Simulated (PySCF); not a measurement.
# Relaxation of quintet Ti₂Se

Method: UB3LYP in PySCF with Se def2-SVP, Ti def2-SVP; no relativity; density-fitted integrals. A (50,194) grid was used.

A hand-made bent start, of C2v symmetry, held to at least that symmetry:

```xyz
3
charge 0 multiplicity 5, angstrom
Se    0.0000    0.0000   -0.7884
Ti    2.0643    0.0000    0.6570
Ti   -2.0643    0.0000    0.6570
```

Optimiser trace:
```csv
step,E − E(last) (kJ/mol),largest gradient (Eh/bohr)
0,88.45,0.01369
1,84.27,0.01011
2,78.79,0.00950
3,75.85,0.01173
4,71.94,0.01274
5,66.31,0.01404
6,56.09,0.01663
7,33.19,0.01825
8,8.00,0.01074
9,0.38,0.00664
10,0.21,0.00462
11,0.00,0.00064
12,0.00,0.00002
```

It ends at C2v with Se–Ti 2.431 Å (×2), Ti–Ti 2.362 Å; Se–Ti–Ti 60.9° (×2), Ti–Se–Ti 58.1°. A frequency run shows a minimum. Other isomers or separated fragments may lie lower.

With open d or f shells other occupations or spin states may lie lower.
